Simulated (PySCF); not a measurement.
This PySCF input asks for the NMR shieldings of `C=C[C@@H]1CP1CC(C)C`, C$_{8}$H$_{15}$P; the geometry comes from GFN2-xTB.

```python
import basis_set_exchange as bse
import numpy as np
from pyscf import gto, dft
from pyscf.prop import nmr

atoms = """
C     4.124556    0.114503   -1.162289
C     3.179199   -0.622340   -0.598311
C     1.987044   -0.075543    0.048717
C     1.312975   -0.858903    1.148293
P     0.329262   -0.824587   -0.404954
C    -0.736346    0.684686   -0.089333
C    -2.213956    0.334917    0.103651
C    -2.775219   -0.343462   -1.141461
C    -2.400148   -0.554664    1.328002
H     4.983060   -0.326264   -1.637743
H     4.072866    1.190989   -1.168630
H     3.250532   -1.702894   -0.607050
H     1.988353    1.006311    0.148060
H     0.949863   -0.312132    2.008684
H     1.763873   -1.809599    1.404170
H    -0.634155    1.337959   -0.962348
H    -0.361833    1.223896    0.785294
H    -2.761732    1.272595    0.265992
H    -2.260996   -1.287901   -1.314077
H    -2.637929    0.286709   -2.017411
H    -3.837403   -0.544753   -1.023880
H    -2.029297   -0.059723    2.223215
H    -1.852570   -1.487279    1.194870
H    -3.451733   -0.789292    1.476097
"""
names = dict.fromkeys(["C", "P", "H"], "pcSseg-1")
basis = {el: gto.basis.parse(bse.get_basis(n, elements=[el], fmt="nwchem")) for el, n in names.items()}
mol = gto.M(atom=atoms, basis=basis, charge=0, verbose=0)
mf = dft.RKS(mol, xc="PBE0")
mf.grids.level = 2
mf.grids.alignment = dft.numint.BLKSIZE   # the property module wants whole blocks of grid points
mf.conv_tol = 1e-9
mf.kernel()

calc = nmr.RKS(mf)   # GIAO
C = mf.mo_coeff
Co = C[:, mf.mo_occ > 0]
resp = mf.gen_response(singlet=True, hermi=2)
def vind(x):   # induced exchange potential for any number of trial vectors
    d = np.einsum("pi,xij,qj->xpq", C, 2 * x.reshape(-1, C.shape[1], Co.shape[1]), Co, optimize=True)
    return np.einsum("xpq,pi,qj->xij", resp(d - d.transpose(0, 2, 1)), C, Co, optimize=True).ravel()
mo1, _ = nmr.rhf.solve_mo1(calc, with_cphf=vind)
sigma = calc.kernel(mo1)
for i, s in enumerate(sigma):   # ppm
    print("%2d %-2s %9.2f" % (i, mol.atom_pure_symbol(i), np.trace(s) / 3))
```

Question: Give the expected output.

Answer: 
```
 0 C      68.73
 1 C      36.37
 2 C     156.13
 3 C     163.70
 4 P     559.33
 5 C     139.72
 6 C     155.92
 7 C     162.15
 8 C     162.11
 9 H      26.45
10 H      26.16
11 H      26.33
12 H      29.90
13 H      30.53
14 H      30.86
15 H      29.75
16 H      31.32
17 H      29.80
18 H      30.04
19 H      30.70
20 H      30.70
21 H      30.84
22 H      30.36
23 H      30.68
```

These numbers come from an equivalent density-fitted implementation of the same equations, which agrees with the script to about 0.01 ppm for H and up to a few tenths of a ppm for heavy atoms, so last digits may differ.

Size and cost of the density-fitted run: 235 basis functions, 60 s wall time on 1 thread of an Arm Neoverse V1, shared host; peak memory 1.1 GiB.
